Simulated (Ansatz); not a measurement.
Saddle point of HfH$_{2}$SF$_{4}$, closed shell (HfF₄ ([F][Hf]([F])([F])[F]) + H₂S → HfHSF₃ ([F][Hf]([F])([F])[SH]) + HF (still joined by a long Hf–F bond); bonds formed: F2–H6; dative contacts that become bonds: Hf1–S7; bonds broken: H6–S7; bonds weakened to dative contacts: Hf1–F2), PBE0-D4/def2-TZVP structure:

```xyz
8
angstrom
Hf -0.6795 -0.3181 -0.3675
F 1.0701 -1.2848 0.5134
F -0.0880 -0.9272 -2.0587
F -1.9240 -1.4653 0.4729
F -1.7482 1.1446 -0.9299
H 1.2824 -0.2722 0.9718
S 0.7261 1.2759 1.2191
H 1.3610 1.8472 0.1789
```

Energies are electronic, without zero-point energy. Barriers and step energies count from the start structure reached by relaxing down the imaginary mode; all methods use the PBE0-D4 structures, on which another method's saddle can fall below an end. Computed with Ansatz 0.2.0 (basis: def2-TZVPP, with def2-QZVPP for the basis limit); correlated methods freeze the cores. Core potentials replace the inner electrons of the atoms past krypton. B3LYP uses VWN-RPA correlation. Extrapolation: Hartree–Fock as exp(−7.88 √X), correlation as X^−2.97.

| method | barrier (kJ/mol) | step energy (kJ/mol) |
| --- | --- | --- |
| SPW92 | ? | 66.6 |
| PBE-D4 | 80.4 | 80.3 |
| BLYP-D4 | 96.1 | 93.3 |
| r2SCAN-D4 | 87.6 | 85.5 |
| B97M-V | 102.2 | 91.8 |
| PBE0-D4 | 89.4 | 82.2 |
| B3LYP-D4 | 101.5 | 93.5 |
| r2SCAN0-D4 | ? | 85.4 |
| BHLYP-D4 | 113.0 | 97.2 |
| CAM-B3LYP-D4 | 103.5 | 96.3 |
| wB97X-V | 103.9 | 95.0 |
| wB97M-V | 100.6 | 90.0 |
| B2PLYP | 101.3 | 92.0 |
| PBE-QIDH | 94.9 | 84.1 |
| RPA on PBE | ? | 91.0 |
| HF | 142.4 | 110.4 |
| MP2 | 94.0 | 84.1 |
| CCSD | 108.5 | 92.5 |
| CCSD(T) | 100.1 | 87.8 |

Fill in the withheld barriers. (To be estimated.)

Computed: r2SCAN0-D4 93.7; SPW92 58.4; RPA on PBE 100.4 kJ/mol. Each is the energy of the saddle less that of the start structure, by the same method.

For comparison, the barrier by CCSD(T) at an estimated basis limit (MP2 extrapolated from triple and quadruple zeta, plus CCSD(T) − MP2 in triple zeta) is 103.2 kJ/mol.

The T1 diagnostic stays at or below 0.017.

Exchanges of this kind with a chalcogen hydride build sulfide and selenide films.

Labels in which every atom is bracketed show which atoms are joined, not bond orders.

For scale, one of the runs: CCSD(T)/def2-TZVPP, 250 basis functions, launched by `ansatz run in.yaml --threads 8 --pin off --events-out ev --progress --plain --max-ram 19148MiB`. Time: 3.3 min of wall clock on 8 CPU threads of an Arm Neoverse V2; the host was shared. Peak host memory: 6.6 GiB.
